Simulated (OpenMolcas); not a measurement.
Mn3+ among 6 point charges of -1 e arranged as a tetragonal octahedron (D4h). The axial distance is 0.92 times the equatorial one, R.

```json
{
  "Program": "OpenMolcas",
  "Method": "CASSCF",
  "Basis": "ANO-RCC-VDZP [5s4p2d1f]",
  "Scalar Hamiltonian": "DKH2, point nucleus",
  "Active space": "4 electrons in 5 orbitals (3d)",
  "State averaging": "2S+1 = 5 even, 5 roots; 2S+1 = 3 even, 45 roots; 2S+1 = 1 even, 50 roots",
  "Spin-orbit coupling": "state interaction with AMFI integrals over the reference wave functions"
}
```

All point charges move together. At R = 1.69 Å the first state of the same spin is 2951 cm-1, and at R = 1.85 Å it is 2283 cm-1.

Task: A third run gives 3316 cm-1. What distance was it run at?

Result: With a power law R^-n the two known points give n = -ln(2283 / 2951) / ln(1.85 / 1.69) = 2.84. Then R = 1.69 × (2951 / 3316)^(1/2.84) = 1.622 Å. The run was at 1.62 Å, so the estimate is off by +0.002 Å.

Without dynamic correlation the repulsion within the d shell is too large (B by tens of per cent), so at a given field states of lower spin stand too high. The ground term spreads over less than 5000 cm-1, several times less than with real ligands, so orbital moments are less quenched and χT lies further from the spin-only value than at real sites (holds for R = 1.85). Point charges carry no covalency, so the field is a model and not that of real ligands. No measured value stands beside these numbers.
